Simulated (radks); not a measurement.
The tin ion Sn+ inside a hard spherical wall (all orbitals vanish at R), configuration held at [Kr] 4d10 5s2 5p1 and not refilled when levels cross. All-electron calculation, scalar-relativistic Kohn-Sham, r2SCAN, spin-unpolarised, spherical densities, finite nucleus; meta-GGA in the generalised Kohn-Sham scheme; Fermi nuclear charge, rms radius 4.6519 fm. Program: a radial shooting solver on a logarithmic mesh with Libxc functionals. Eigenvalues in eV, with the zero of energy where the potential of the charges vanishes at infinity; a dash marks a level that is unbound or too diffuse for the functional's potential to be trusted. A positive occupied level is held by the wall or, in an anion where self-interaction has pushed it up, behind a barrier. The pressure on the wall is -dE/dV.

\begin{tabular}{lrrrrrrrrr}
R (bohr) & E (hartree) & kinetic (hartree) & e(4p) & e(4d) & e(5s) & e(5p) & e(6s, empty) & e(5d, empty) & pressure (GPa) \\ \hline
free & -6177.62597 & 6449.928 & -100.32 & -34.617 & -18.119 & -10.229 & - & - & 0 \\
12 & -6177.62597 & 6449.928 & -100.32 & -34.617 & -18.119 & -10.229 & -3.357 & -2.265 & < 0.0001 \\
10 & -6177.62594 & 6449.929 & -100.32 & -34.614 & -18.117 & -10.226 & -3.027 & -2.054 & 0.00120 \\
6 & -6177.61288 & 6450.032 & -99.884 & -34.191 & -17.791 & -9.698 & 3.025 & 0.793 & 1.26 \\
5 & -6177.56761 & 6450.312 & -99.017 & -33.355 & -17.036 & -8.459 & 10.282 & 4.047 & 8.26 \\
4 & -6177.35571 & 6451.372 & -96.653 & -31.110 & -14.345 & -4.350 & 28.420 & 12.284 & 62.4 \\
3.5 & -6177.02194 & 6452.854 & -94.168 & -28.763 & -10.745 & 0.757 & 47.528 & 21.102 & 192 \\
3 & -6176.19758 & 6456.292 & -89.656 & -24.450 & -2.866 & 11.247 & 82.129 & 37.303 & 675 \\
2.5 & -6173.90369 & 6465.418 & -80.629 & -15.404 & 16.302 & 35.124 & 150.56 & 69.906 & 2870 \\
2 & -6166.29311 & 6494.100 & -59.984 & 7.055 & 70.163 & 97.516 & 303.69 & 144.55 & 16100 \\
\end{tabular}
